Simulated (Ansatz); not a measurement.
Consider the substitution at a C–Si bond: `C#CC[SiH2]C` + CH₃OH → `C#CCOC` + `C[SiH3]`.

Program: Ansatz. Geometries: PBE0-D4/def2-TZVP. ΔE: electronic, gas phase. CCSD(T)/CBS is the MP2 limit (def2-TZVPP, def2-QZVPP) plus CCSD(T) − MP2 in def2-TZVPP, frozen cores. This one scheme is used for every species. DFT in def2-TZVPP. One conformer a species, not always the lowest.

`C#CC[SiH2]C`:

Cartesian coordinates in Å:
```
C 1.725 -1.278 1.551
C 1.537 -0.544 0.619
C 1.242 0.348 -0.479
Si -0.526 1.020 -0.346
C -1.759 -0.378 -0.296
H 1.912 -1.929 2.371
H 1.351 -0.173 -1.437
H 1.941 1.190 -0.492
H -0.617 1.851 0.884
H -0.766 1.897 -1.527
H -1.721 -0.967 -1.215
H -1.542 -1.041 0.545
H -2.776 0.003 -0.179
```

CH₃OH:

```xyz
6

C    -0.052    0.340    0.091
O     0.624   -0.894    0.021
H     0.578    1.018    0.667
H    -1.020    0.259    0.602
H    -0.215    0.785   -0.899
H     0.085   -1.508   -0.481
```

`C#CCOC`:

Cartesian coordinates in Å:
```
C -1.545 -2.425 0.300
C -0.826 -1.507 0.018
C 0.055 -0.412 -0.348
O -0.090 0.654 0.553
C 0.752 1.725 0.222
H -2.185 -3.236 0.555
H 1.096 -0.772 -0.358
H -0.180 -0.086 -1.374
H 1.811 1.430 0.247
H 0.585 2.508 0.961
H 0.526 2.122 -0.777
```

`C[SiH3]`:

```xyz
8

C    -0.457   -0.766   -0.423
Si    0.409    0.685    0.379
H    -1.091   -1.286    0.298
H     0.268   -1.482   -0.816
H    -1.088   -0.432   -1.250
H    -0.581    1.658    0.916
H     1.270    1.394   -0.607
H     1.269    0.228    1.504
```

Question: Is it downhill or uphill in electronic energy at CCSD(T)/CBS, and by how much? (An estimate is asked.)

Answer: Ansatz gave: Uphill: ΔE = +0.90 eV.

Question: What do these levels give: PBE-D4, B2PLYP, PBE0, SCS-MP2/def2-TZVPP, CCSD/def2-TZVPP, HF/def2-QZVPP? (Best estimate.)

Answer: Computed: PBE-D4 0.87, B2PLYP 0.83, PBE0 0.87, SCS-MP2/def2-TZVPP 0.85, CCSD/def2-TZVPP 0.84, HF/def2-QZVPP 0.73 eV.

Largest T1 diagnostic among the species: 0.011.

In def2-TZVPP, CCSD(T) changes the Hartree–Fock value by +0.12 eV (the triples alone add +0.01 eV) and MP2 by +0.20 eV. The D4 term adds +0.06 eV with B3LYP and +0.03 eV with PBE0; it sums over pairs of atoms, weighted by their polarisabilities, and B3LYP, whose exchange is more repulsive, gets the larger term.

B3LYP here is the variant with VWN-RPA as its local correlation; programs differ in this.
